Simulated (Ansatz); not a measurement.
Abridged output of a molecular run in Ansatz:

```
Functional definition: HF
  name "HF"
  cite "Fock, Z. Phys. 61, 126 (1930) doi:10.1007/BF01340294"
  parent pbe
  exchange = exact_x
  correlation = 0
1644 factors; integrals over basis functions are off by at most 7.3e-4 eV
mean field evaluation 1: about -37033.6591 eV, gradient 4.3e1 eV
mean field evaluation 2: about -37034.0104 eV, gradient 4.3e1 eV
mean field evaluation 4: about -37037.8987 eV, gradient 4.1e0 eV
mean field evaluation 8: about -37037.9648 eV, gradient 2.4e-1 eV
mean field -37037.96508294 eV, -1361.1201115635 hartree, gradient 3.0e-6 eV, S^2 0.000000; 0 other end points of the search recorded, 0 dependent functions left out
18 core orbitals not correlated: weight in the atoms' cores, before any rotation towards them, 1.000 or more for the frozen orbitals, at most 0.000 for the correlated occupied ones
reference -37037.96508294 eV, -1361.1201115635 hartree; 18, 18 occupied and 239, 239 virtual orbitals, 1644 factors
second order -28.55058235 eV of doubles, -0.00000000 eV of singles
cycle   1  -29.21632700 eV  change   -6.7e-1 eV  update   1.1e-1
cycle   2  -29.85155633 eV  change   -6.4e-1 eV  update   3.1e-2
cycle   3  -29.98539059 eV  change   -1.3e-1 eV  update   1.5e-2
cycle   4  -29.97319381 eV  change    1.2e-2 eV  update   3.9e-3
cycle   5  -29.97294896 eV  change    2.4e-4 eV  update   1.6e-3
cycle   6  -29.97373358 eV  change   -7.8e-4 eV  update   4.4e-4
cycle   7  -29.97358842 eV  change    1.5e-4 eV  update   1.7e-4
cycle   8  -29.97357783 eV  change    1.1e-5 eV  update   4.9e-5
cycle   9  -29.97359899 eV  change   -2.1e-5 eV  update   2.2e-5
perturbative correction -1.29670450 eV, -0.0476530114 hartree
Total energy: -37069.23538642 eV, -1362.2692740208 hartree
```

Its atoms:

Cartesian coordinates in Å:
```
C -0.707 1.537 -0.519
C -0.303 0.840 0.539
Si 0.399 -0.847 0.387
O 0.410 -1.253 -1.186
Cl 2.296 -0.919 1.160
Cl -0.701 -2.194 1.470
H -1.122 2.536 -0.420
H -0.639 1.136 -1.525
H -0.386 1.275 1.532
H 0.754 -2.111 -1.438
```

(1) Which basis set was used?
A. def2-QZVPP
B. def2-TZVPP
C. cc-pV(D+d)Z
D. def2-SVPD

(2) Write the keys of the input that set method, charge and spin (a neutral closed shell needs none for the last two).

## Answers

(1) B. It gives 275 functions.

(2) 
```yaml
correlation: {method: ccsd_t}
```
